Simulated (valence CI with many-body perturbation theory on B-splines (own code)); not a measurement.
Sensitivity of CI+MBPT for Dy XXVII

Computed by valence CI with perturbative core correlation (CI+MBPT): four valence electrons over a frozen Dirac-Fock core [Kr], a basis of 6 s, 6 p, 5 d, 5 f, 1 g functions for each j, with the one-electron correlation potential Σ1 (screened to all orders), the two-electron term Σ2, the three-electron term Σ3, Breit, model QED; selected single and double excitations, second order for the rest, scaled by the run's own slope (own B-spline code, finite nucleus).

No measured spectrum was set against this ion. As an estimate, large intervals hold to a few tenths of a per cent, small ones and those within an open d or f shell to about a per cent. Only levels of the ground parity were solved; by the run's estimate the other parity begins above the list, which can be wrong where configurations are misplaced.

The reference run has the lowest level (4d3/2^4) J=0 and an ionisation energy of 925.786 eV. Its largest variational space holds 8961 state functions.

Levels are named by their leading jj configuration (3d3/2^4 stands for four electrons in 3d with j = 3/2), which in mixed levels can hold well under half, so a name can repeat and another be missing. Letters in brackets count levels of one name in rising energy.

Changed runs:
A. correlating orbitals by l 3 3 3 3 1 → 4 4 0 0 0
B. size limit of the variational space 10000 → 3000
C. hole-hole ladder in Σ2 on → off
D. closed core [Kr] → [Kr] 4d1 (bad on purpose)

Excitation energies of the reference run in cm⁻¹, and shifts in cm⁻¹:

```csv
Level,Reference,A,B,C
(4d3/2^3 4d5/2) J=1,51670,-498,-6.1,-1945
(4d3/2^3 4d5/2) J=2,78378,-311,-22,-2143
(4d3/2^3 4d5/2) J=4,84506,+214,-40,-2454
(4d3/2^3 4d5/2) J=3,89701,-6.8,-28,-2026
(4d3/2^2 4d5/2^2) J=0,129316,-238,-0.1,-930
(4d3/2^2 4d5/2^2) J=4 [a],135450,-235,-27,-3863
(4d3/2^2 4d5/2^2) J=2 [a],139763,+534,-34,-1008
(4d3/2^2 4d5/2^2) J=3 [a],141282,+139,-33,-2877
(4d3/2^2 4d5/2^2) J=5,152931,+259,-15,-4756
(4d3/2^2 4d5/2^2) J=1,158694,+487,-14,-610
(4d3/2^2 4d5/2^2) J=6,161663,+412,-3.8,-5659
(4d3/2^2 4d5/2^2) J=4 [b],171782,+616,-42,-2840
Ionisation energy (eV),925.786,-0.096,0,-0.532
```

Run D: It gave no result: the perturbation theory needs a core of closed shells. The program said: "the core must hold closed shells only".
